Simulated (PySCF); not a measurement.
Harmonic spectrum computed at PBE0 in the def2-SVP basis family (core potentials from Rb on, PySCF, no spin–orbit coupling):

```tsv
ω (cm⁻¹)	IR (km/mol, summed over degenerate members)	degeneracy
169	48.5	3
191	0.0	2
799	0.0	1
803	370	3
```

Q: Which molecule gave it? In each, all ligands are bound to the one heavy central atom.
A. VF₄⁺ (singlet)
B. AsF₄⁺ (singlet)
C. NbF₄⁺ (singlet)
D. TaF₄⁺ (singlet)

A: D. It has Td symmetry with Ta–F 1.810 Å (×4).
